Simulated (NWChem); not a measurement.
System: heptafluoropropane (C3HF7); SMILES FC(C(F)(F)F)C(F)(F)F

The following NWChem deck was run.

```
start job
memory heap 200 mb stack 900 mb global 1100 mb
geometry units angstroms noautosym nocenter noautoz
  F     -1.817626    -0.053053     0.000000
  C     -0.539936    -0.504307     0.000000
  C      0.134877    -0.031989     1.288655
  F     -0.548887    -0.492586     2.330532
  F      1.376168    -0.503196     1.358177
  F      0.176313     1.290135     1.369319
  C      0.134877    -0.031989    -1.288655
  F      0.176313     1.290135    -1.369319
  F     -0.548887    -0.492586    -2.330532
  F      1.376168    -0.503196    -1.358177
  H     -0.524876    -1.606864     0.000000
end
basis spherical
  F library 6-31g*
  C library 6-31g*
  H library 6-31g*
end
dft
  xc m05-2x
  iterations 150
end
cosmo
  do_cosmo_smd true
  solvent cychexon
end
task dft energy
```

Excerpt of the output:

```
             Northwest Computational Chemistry Package (NWChem) 7.3.0
             --------------------------------------------------------

                             Geometry "geometry" -> ""
                             -------------------------

 Output coordinates in angstroms (scale by  1.889725989 to convert to a.u.)

  No.       Tag          Charge          X              Y              Z
 ---- ---------------- ---------- -------------- -------------- --------------
    1 F                    9.0000    -1.81762600    -0.05305300     0.00000000
    2 C                    6.0000    -0.53993600    -0.50430700     0.00000000
    3 C                    6.0000     0.13487700    -0.03198900     1.28865500
    4 F                    9.0000    -0.54888700    -0.49258600     2.33053200
    5 F                    9.0000     1.37616800    -0.50319600     1.35817700
    6 F                    9.0000     0.17631300     1.29013500     1.36931900
    7 C                    6.0000     0.13487700    -0.03198900    -1.28865500
    8 F                    9.0000     0.17631300     1.29013500    -1.36931900
    9 F                    9.0000    -0.54888700    -0.49258600    -2.33053200
   10 F                    9.0000     1.37616800    -0.50319600    -1.35817700
   11 H                    1.0000    -0.52487600    -1.60686400     0.00000000

 Effective nuclear repulsion energy (a.u.)     665.4823206618

                                 NWChem DFT Module
                                 -----------------

 Summary of "ao basis" -> "ao basis" (spherical)
 ------------------------------------------------------------------------------
       Tag                 Description            Shells   Functions and Types
 ---------------- ------------------------------  ------  ---------------------
 F                           6-31g*                  6       14   3s2p1d
 C                           6-31g*                  6       14   3s2p1d
 H                           6-31g*                  2        2   2s

 in cosmo_initialize ...
 calling solv_data for solv:cychexon

 solvent parameters
 solvname_short: cychexon
 solvname_long:  cyclohexanone
 dielec:       15.6190
 dielecinf:     2.1045
 nonaqueous SMD model solvent descriptors
 dielec:       15.6190
 sola:          0.0000
 solb:          0.5600
 solc:          0.0000
 solg:         49.7600
 solh:          0.0000
 soln:          1.4507

          ---------------
          -cosmo- solvent
          ---------------
 Cosmo: York-Karplus, doi: 10.1021/jp992097l
 dielectric constant -eps-     =  15.62
 screen = (eps-1)/(eps    )    =   0.93598
 surface charge correction     = lagrangian

   van der Waals surface
 --------------------------

 ---------- ATOMIC COORDINATES (A.U.) ------------ VDWR(ANG.) --
     1   -3.43481509   -0.10025563    0.00000000     1.730
     2   -1.02033109   -0.95300204    0.00000000     1.850
     3    0.25488057   -0.06045044    2.43520484     1.850
     4   -1.03724603   -0.93085257    4.40406689     1.730
     5    2.60058043   -0.95090256    2.56658237     1.730
     6    0.33318326    2.43800164    2.58763770     1.730
     7    0.25488057   -0.06045044   -2.43520484     1.850
     8    0.33318326    2.43800164   -2.58763770     1.730
     9   -1.03724603   -0.93085257   -4.40406689     1.730
    10    2.60058043   -0.95090256   -2.56658237     1.730
    11   -0.99187182   -3.03653266    0.00000000     1.200
 number of segments per atom =        128
 number of   points per atom =        128
 atom (   nspa,  nppa )
 ----------------------
    1 (     72,     0 )       0
    2 (      8,     0 )       0
    3 (      8,     0 )       0
    4 (     71,     0 )       0
    5 (     70,     0 )       0
    6 (     70,     0 )       0
    7 (      8,     0 )       0
    8 (     70,     0 )       0
    9 (     71,     0 )       0
   10 (     70,     0 )       0
   11 (     52,     0 )       0
 number of -cosmo- surface points =      570
 molecular surface =    145.968 angstrom**2
 molecular volume  =    128.469 angstrom**3
 -lineq- algorithm             =   0
 -bem- low  level              =   3
 -bem- from -octahedral-
 gaussian surface charge width =   4.50000
 degree of switching           =   1.00000
 switching function tolerance  =   0.00010
 atomic radii =
 --------------
    1  9.000  1.730
    2  6.000  1.850
    3  6.000  1.850
    4  9.000  1.730
    5  9.000  1.730
    6  9.000  1.730
    7  6.000  1.850
    8  9.000  1.730
    9  9.000  1.730
   10  9.000  1.730
   11  1.000  1.200
 ...... end of -cosmo- initialization ......

 nat:                    11
 ixmem:                  6636
 calling mnsol_interface()
 G(SMD-CDS) energy (kcal/mol)  =     2.456
 SMD-CDS SASA (angstrom**2)    =   160.923

            General Information
            -------------------
          SCF calculation type: DFT
          Wavefunction type:  closed shell.
          No. of atoms     :    11
          No. of electrons :    82
           Alpha electrons :    41
            Beta electrons :    41
          Charge           :     0
          Spin multiplicity:     1
          Use of symmetry is: off; symmetry adaption is: off
          Maximum number of iterations: 150
          AO basis - number of functions:   142
                     number of shells:    62
          Convergence on energy requested:  1.00D-06
          Convergence on density requested:  1.00D-05
          Convergence on gradient requested:  5.00D-04

              XC Information
              --------------
                       M05-2X Method XC Functional
                     Hartree-Fock (Exact) Exchange  0.560
                M05-2X metaGGA Exchange Functional  0.440
                      M05-2X Correlation Potential  1.000

             Grid Information
             ----------------
          Grid used for XC integration:  medium
          Radial quadrature: Mura-Knowles
          Angular quadrature: Lebedev.
          Tag              B.-S. Rad. Rad. Pts. Rad. Cut. Ang. Pts.
          ---              ---------- --------- --------- ---------
          F                   0.50       49          10.0       434
          C                   0.70       49           8.0       434
          H                   0.35       45           7.0       434
          Grid pruning is: on
          Number of quadrature shells:   535
          Spatial weights used:  Erf1

      Superposition of Atomic Density Guess
      -------------------------------------

 Sum of atomic energies:        -809.08531914

      Non-variational initial energy
      ------------------------------

 Total energy =    -812.325308
 1-e energy   =   -2454.865978
 2-e energy   =     977.058350
 HOMO         =      -0.354936
 LUMO         =       0.159760

   convergence    iter        energy       DeltaE   RMS-Dens  Diis-err
 ---------------- ----- ----------------- --------- --------- ---------
     COSMO gas phase
 d= 0,ls=0.0,diis     1   -813.3937030664 -1.48D+03  1.31D-02  3.27D+00
 d= 0,ls=0.0,diis     2   -813.3730506857  2.07D-02  6.18D-03  4.47D+00
 d= 0,ls=0.0,diis     3   -813.7369643601 -3.64D-01  7.38D-04  3.08D-02
 d= 0,ls=0.0,diis     4   -813.7392624991 -2.30D-03  2.38D-04  3.16D-03
 d= 0,ls=0.0,diis     5   -813.7395230602 -2.61D-04  6.55D-05  3.73D-04
  Resetting Diis
 d= 0,ls=0.0,diis     6   -813.7395528339 -2.98D-05  2.07D-05  1.20D-05
 d= 0,ls=0.0,diis     7   -813.7395540934 -1.26D-06  6.09D-06  7.82D-07
 d= 0,ls=0.0,diis     8   -813.7395541313 -3.79D-08  2.76D-06  5.58D-07

   convergence    iter        energy       DeltaE   RMS-Dens  Diis-err
 ---------------- ----- ----------------- --------- --------- ---------
     COSMO solvation phase
 d= 0,ls=0.0,diis     1   -813.7407426114 -1.19D-03  7.19D-04  2.97D-03
 d= 0,ls=0.0,diis     2   -813.7414118286 -6.69D-04  1.71D-04  6.43D-04
 d= 0,ls=0.0,diis     3   -813.7414643376 -5.25D-05  8.11D-05  2.33D-04
 d= 0,ls=0.0,diis     4   -813.7414863005 -2.20D-05  3.39D-05  7.43D-06
 d= 0,ls=0.0,diis     5   -813.7414874920 -1.19D-06  4.91D-06  1.72D-07
 d= 0,ls=0.0,diis     6   -813.7414875141 -2.22D-08  9.07D-07  5.17D-08

         Total DFT energy =     -813.741487514140
      One electron energy =    -2453.189657210312
           Coulomb energy =     1064.480115622421
    Exchange-Corr. energy =      -89.996257134238
 Nuclear repulsion energy =      665.482320661821

             COSMO energy =       -0.518009453830

 Numeric. integr. density =       81.999996913124

                                COSMO-SMD solvation results
                                ---------------------------

             internal energy in gas <Psi(g)|H|Psi(g)> =      -813.739554131327
         internal energy in solvent <Psi(s)|H|Psi(s)> =      -813.738668353910
                               delta internal energy  =         0.000885777417 (    0.56 kcal/mol)
   total free energy in solvent <Psi(s)|H+V/2|Psi(s)> =      -813.745401238820
 polarization energy contribution <Psi(s)|V/2|Psi(s)> =        -0.006732884910 (   -4.22 kcal/mol)
    total free energy in solvent including G(SMD-CDS) =      -813.741487514140
                       G(SMD-CDS) energy contribution =         0.003913724680 (    2.46 kcal/mol)
     1 M fixed-concentration free energy of solvation =        -0.001933382813 (   -1.21 kcal/mol)

                       DFT Final Molecular Orbital Analysis
                       ------------------------------------

 Vector   39  Occ=2.000000D+00  E=-5.171143D-01
              MO Center=  2.9D-01,  4.2D-02,  1.6D-07, r^2= 4.9D+00
   Bfn.  Coefficient  Atom+Function         Bfn.  Coefficient  Atom+Function
  ----- ------------  ---------------      ----- ------------  ---------------
    46      0.237680   4 F  py              116     -0.237680   9 F  py
    73      0.206501   6 F  px              101     -0.206501   8 F  px
    60     -0.193440   5 F  py              130      0.193440  10 F  py
    45     -0.185274   4 F  px              115      0.185274   9 F  px
    75     -0.179866   6 F  pz              103     -0.179866   8 F  pz

 Vector   40  Occ=2.000000D+00  E=-4.531806D-01
              MO Center= -7.1D-01, -3.1D-01, -3.2D-08, r^2= 2.4D+00
   Bfn.  Coefficient  Atom+Function         Bfn.  Coefficient  Atom+Function
  ----- ------------  ---------------      ----- ------------  ---------------
     4      0.373840   1 F  py               18     -0.324961   2 C  py
     8      0.282696   1 F  py              141      0.212742  11 H  s
   142      0.188080  11 H  s                 3      0.161483   1 F  px
    75     -0.147718   6 F  pz              103      0.147718   8 F  pz
    17     -0.140567   2 C  px               33      0.140685   3 C  pz

 Vector   41  Occ=2.000000D+00  E=-4.439097D-01
              MO Center= -3.7D-01, -1.6D-01,  4.6D-08, r^2= 3.2D+00
   Bfn.  Coefficient  Atom+Function         Bfn.  Coefficient  Atom+Function
  ----- ------------  ---------------      ----- ------------  ---------------
    19     -0.342793   2 C  pz                5      0.326897   1 F  pz
     9      0.249568   1 F  pz               33      0.203942   3 C  pz
    89      0.203942   7 C  pz               47     -0.192226   4 F  pz
   117     -0.192226   9 F  pz               34     -0.154967   3 C  s
    90      0.154967   7 C  s                61     -0.150836   5 F  pz

 Vector   42  Occ=0.000000D+00  E= 1.159538D-01
              MO Center= -4.3D-01, -2.8D-01, -1.3D-08, r^2= 2.5D+00
   Bfn.  Coefficient  Atom+Function         Bfn.  Coefficient  Atom+Function
  ----- ------------  ---------------      ----- ------------  ---------------
    21      0.698753   2 C  px                6      0.551490   1 F  s
     7      0.339922   1 F  px               17      0.327110   2 C  px
    35      0.283335   3 C  px               91      0.283335   7 C  px
     3      0.266911   1 F  px               31      0.249911   3 C  px
    87      0.249911   7 C  px               22     -0.224508   2 C  py

 Vector   43  Occ=0.000000D+00  E= 1.591833D-01
              MO Center= -2.5D-01, -8.2D-01, -6.0D-09, r^2= 3.2D+00
   Bfn.  Coefficient  Atom+Function         Bfn.  Coefficient  Atom+Function
  ----- ------------  ---------------      ----- ------------  ---------------
   142      1.462626  11 H  s                22      0.811204   2 C  py
    20     -0.622213   2 C  s                35      0.301546   3 C  px
    91      0.301546   7 C  px               18      0.270100   2 C  py
    32      0.262775   3 C  py               88      0.262775   7 C  py
    76     -0.232320   6 F  s               104     -0.232320   8 F  s

 Vector   44  Occ=0.000000D+00  E= 2.055115D-01
              MO Center= -1.1D-01, -1.8D-01,  4.3D-09, r^2= 3.0D+00
   Bfn.  Coefficient  Atom+Function         Bfn.  Coefficient  Atom+Function
  ----- ------------  ---------------      ----- ------------  ---------------
    23      1.126190   2 C  pz               34     -0.828181   3 C  s
    90      0.828181   7 C  s                37      0.598989   3 C  pz
    93      0.598989   7 C  pz               76      0.384293   6 F  s
   104     -0.384293   8 F  s                36     -0.379132   3 C  py
    92      0.379132   7 C  py               35      0.360807   3 C  px

     Multipole analysis of the density
     ---------------------------------

     L   x y z        total         alpha         beta         nuclear
     -   - - -        -----         -----         ----         -------
     0   0 0 0     -0.000000    -41.000000    -41.000000     82.000000

     1   1 0 0      0.009933      0.420621      0.420621     -0.831309
     1   0 1 0     -0.712698     -0.171442     -0.171442     -0.369814
     1   0 0 1     -0.000000     -0.000000     -0.000000      0.000000

     2   2 0 0    -39.964789   -148.627288   -148.627288    257.289787
     2   1 1 0      0.691812      0.721342      0.721342     -0.750873
     2   1 0 1      0.000000      0.000000      0.000000      0.000000
     2   0 2 0    -36.397531    -95.031813    -95.031813    153.666095
     2   0 1 1      0.000000      0.000000      0.000000      0.000000
     2   0 0 2    -40.138087   -349.761551   -349.761551    659.385015
```

Level: M05-2X/6-31G* (spherical d), SMD on the gas-phase geometry. The geometry was optimised at PBE0/def2-SVP. Solvent: cyclohexanone.
